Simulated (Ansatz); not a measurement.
Consider the formal exchange of groups at the Se–Si bond: `FC[SiH2][SeH]` + `C1CSC1` → `[SeH]C1CCS1` + `FC[SiH3]`.

Program: Ansatz. Geometries: PBE0-D4/def2-TZVP. ΔE: electronic, gas phase. CCSD(T)/CBS adds triple-zeta CCSD(T) − MP2 to the extrapolated MP2 energy (def2 sets, frozen cores). Functionals use def2-TZVPP. For Se outer-core shells are correlated without core-valence functions, which leaves a few kJ/mol of doubt a bond. Scalar relativity is left out up to krypton. One conformer a species, not always the lowest.

```tsv
level	ΔE (kJ/mol)
r2SCAN-D4	103.2
B97M-V	100.8
ωB97M-V	100.8
r2SCAN0	107.7
RPA@PBE/def2-TZVPP	88.6
MP2/def2-SVP	92.4
CCSD(T)/def2-TZVPP	94.6
HF/def2-QZVPP	110.0
```

(1) What does CCSD(T)/CBS give? (Estimate.)

(2) What do rigid-rotor, harmonic-oscillator terms from PBE0-D4/def2-TZVP frequencies (298.15 K, 1 bar) make of the CCSD(T)/CBS value? (Best estimate.)

Largest T1 diagnostic among the species: 0.011.

## Answers

(1) The calculation gave: +98.9 kJ/mol. The listed levels differ from it by 4.3, 1.9, 1.9, 8.8, -10.3, -6.5, -4.3, 11.1 kJ/mol.

(2) The calculation gave: ΔZPE = -7.8 kJ/mol, ΔH = +90.9 kJ/mol, ΔS = -8 J/(mol·K), ΔG = +93.3 kJ/mol.

At CCSD(T), def2-SVP lies −6.5 kJ/mol from the extrapolated value and def2-TZVPP −4.3 kJ/mol. From BLYP to BHLYP (50 % exact exchange), in def2-TZVPP and without D4, ΔE moves by +8.6 kJ/mol. Leaving LDA and LC-ωPBE aside and taking each functional with its dispersion term where it has one, the values, not all of them listed here, spread over 16.0 kJ/mol, from BLYP-D4 to r2SCAN0-D4. LDA lies −4.6 kJ/mol from PBE without D4.

CCSD(T)/CBS has its own doubt, a few kJ/mol and more with outer-core shells, so smaller differences from it don't rank the levels.
